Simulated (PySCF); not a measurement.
Job file and geometry (Å, from GFN2-xTB) of an NMR shielding run on `O=C=CCS(=O)(=O)[O-]`, [C3H3O4S]-, GIAO PBE0/pcSseg-1 NMR shielding, non-relativistic, gas phase (PySCF); density fitting, a coarse starting grid and PySCF grid level 2 are the driver's defaults:

```
$ OMP_NUM_THREADS=1 python probes_run.py task.json out

{"job": {"kind": "nmr", "xc": "PBE0", "basis": "pcSseg-1"}, "charge": -1, "multiplicity": 1}
O      3.230041    -0.816758     0.367953
C      2.188596    -0.331108     0.105793
C      1.084977     0.237077    -0.224105
C     -0.059334    -0.363009    -0.955161
S     -1.541914     0.271348    -0.042836
O     -1.255195     1.696806     0.129471
O     -2.663255    -0.002800    -0.936179
O     -1.571305    -0.480124     1.204585
H      0.826443     1.216991     0.163742
H     -0.157511     0.021514    -1.967887
H     -0.076118    -1.447268    -0.946687
```

Q: Write the output of this run.

A: 
```
coarse grid: 11088 points
cycle   1  E = -814.0980196984  dE =  2.131e+00  |g| = 1.420e+00  |ddm| = 3.583e+00
cycle   2  E = -813.0881953314  dE =  1.010e+00  |g| = 2.630e+00  |ddm| = 3.741e+00
cycle   3  E = -814.4328067427  dE = -1.345e+00  |g| = 2.938e-01  |ddm| = 2.948e+00
cycle   4  E = -814.4556342388  dE = -2.283e-02  |g| = 9.712e-02  |ddm| = 4.837e-01
cycle   5  E = -814.4570848588  dE = -1.451e-03  |g| = 6.029e-02  |ddm| = 1.169e-01
cycle   6  E = -814.4578107481  dE = -7.259e-04  |g| = 1.587e-02  |ddm| = 5.502e-02
cycle   7  E = -814.4578542475  dE = -4.350e-05  |g| = 6.544e-03  |ddm| = 1.648e-02
cycle   8  E = -814.4578625445  dE = -8.297e-06  |g| = 2.124e-03  |ddm| = 6.216e-03
final grid: 106320 points
cycle   9  E = -814.5500582220  dE =  1.011e-06  |g| = 1.585e-02  |ddm| = 2.712e-02
cycle  10  E = -814.5499197552  dE =  1.385e-04  |g| = 3.108e-02  |ddm| = 3.438e-02
cycle  11  E = -814.5501022792  dE = -1.825e-04  |g| = 3.531e-03  |ddm| = 2.369e-02
cycle  12  E = -814.5501049226  dE = -2.643e-06  |g| = 4.720e-04  |ddm| = 3.275e-03
cycle  13  E = -814.5501049596  dE = -3.697e-08  |g| = 1.689e-04  |ddm| = 4.690e-04
cycle  14  E = -814.5501049650  dE = -5.371e-09  |g| = 5.084e-05  |ddm| = 1.767e-04
cycle  15  E = -814.5501049654  dE = -4.084e-10  |g| = 2.049e-05  |ddm| = 5.070e-05
converged SCF energy = -814.5501049654

GIAO shielding tensors (ppm)
atom      isotropic    diamagn.    paramagn.     s11        s22        s33       span
  0 O      -30.672     403.292    -433.964   -186.592    -98.384    192.960    379.552
  1 C      -24.516     260.305    -284.821   -103.627    -47.554     77.632    181.259
  2 C      171.240     260.843     -89.604    133.404    165.166    215.149     81.745
  3 C      136.760     252.234    -115.474    106.957    125.971    177.353     70.395
  4 S      186.767    1049.497    -862.729     48.468    242.674    269.160    220.692
  5 O      126.298     404.372    -278.073     70.819    108.525    199.551    128.733
  6 O      128.180     399.982    -271.802     81.470    113.846    189.223    107.753
  7 O      110.743     404.050    -293.306     65.491    104.180    162.559     97.068
  8 H       26.354      31.522      -5.168     20.706     27.726     30.630      9.924
  9 H       28.990      31.270      -2.280     24.525     28.833     33.611      9.086
 10 H       29.005      32.323      -3.318     26.515     28.323     32.178      5.663
```

Q: Turn these shieldings into chemical shifts. References, each an isolated molecule treated in the same way: H2O for 17O (σref 336.08); TMS for 13C (σref 186.93), 1H (σref 31.72); 33S (σref 503.73) vs CS2.

A: Averaging equivalent atoms: O 0: 366.8; O 5/6/7: 214.3; C 1: 211.4; C 3: 50.2; C 2: 15.7; S 4: 317; H 8: 5.36; H 9/10: 2.72 ppm. Unscaled 17O shifts of doubly bonded oxygen tend to come out too high, by tens of ppm or more. Experimental scales use liquid or dissolved standards, which lie at an offset from isolated H2O (liquid H2O: subtract about 36 ppm).

Size and cost of the density-fitted run: 158 basis functions, 21 s wall time on 1 thread of an Arm Neoverse V1, shared host; peak memory 0.72 GiB.
